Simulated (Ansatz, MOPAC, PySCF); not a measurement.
Dimer: H2S (SMILES S) (first 3 atoms) with H2Se (SMILES [SeH2]); geometry from B3LYP-D3(BJ)/def2-TZVP.
(charge 0, multiplicity 1):
```csv
atom,x (Å),y (Å),z (Å)
S,-0.2334,-0.2309,-0.0826
H,0.5821,0.8166,0.1179
H,-1.3017,0.4332,0.3868
Se,0.1829,0.1574,3.5574
H,0.4000,-0.0724,4.9961
H,0.3934,-1.2618,3.2488
```

Interaction energies are E(AB) − E(A) − E(B) at the monomers' geometry in the complex; basis-set methods are counterpoise corrected.

The state that PM3, PM6 reach isn't checked.

Programs: Ansatz (Gaussian orbitals); MOPAC for PM3, PM6 (differences of heats of formation); PySCF for the dispersion terms. 

Task: One of these levels gives 72.7 meV for the interaction energy. Which?
A) BLYP-D4/def2-TZVPPD
B) PM6
C) PM3
D) HF/def2-TZVPPD

Result: B, PM6. The others give -95.1 (PM3), 19.4 (HF/def2-TZVPPD), -74.9 (BLYP-D4/def2-TZVPPD)

Ansatz is a quantum-chemistry and plane-wave program.
